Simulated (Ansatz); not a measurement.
SnAu2⁻. Charge -1, multiplicity 2. Geometry B3LYP-D4/def2-TZVP, that of the neutral singlet; atoms count from 1.

```csv
atom,x (Å),y (Å),z (Å)
Au1,1.650,0.913,0.521
Au2,-1.920,0.227,-0.299
Sn3,0.270,-1.139,-0.222
```

In the def2 sets Au, Sn take a core potential; there is no spin–orbit coupling. The structure comes from a short search, and lower isomers may exist.

Question: Estimate the Mulliken populations from the PBE0/def2-TZVPD orbitals of Ansatz.

Answer: 
```
atom  charge (e)  spin (α − β)  d electrons
 Au1       -0.32         -0.02         9.80
 Au2       -0.32         -0.02         9.80
 Sn3       -0.36          1.04            –
```
Mulliken values and Mayer orders depend strongly on the basis. With diffuse functions, as here, like atoms can get unlike values, and bond orders can come out too low or too high.

Question: Where does the spin sit?

Answer: Summed by element: Au -0.04, Sn 1.04, of 1 unpaired in all. Largest on single atoms: Sn3 1.04, Au1 -0.02, Au2 -0.02.

Question: And the Mayer bond orders between bonded heavy atoms (over 0.3)?

Answer: Au1–Sn3 1.23 (2.58 Å); Au2–Sn3 1.24 (2.58 Å).
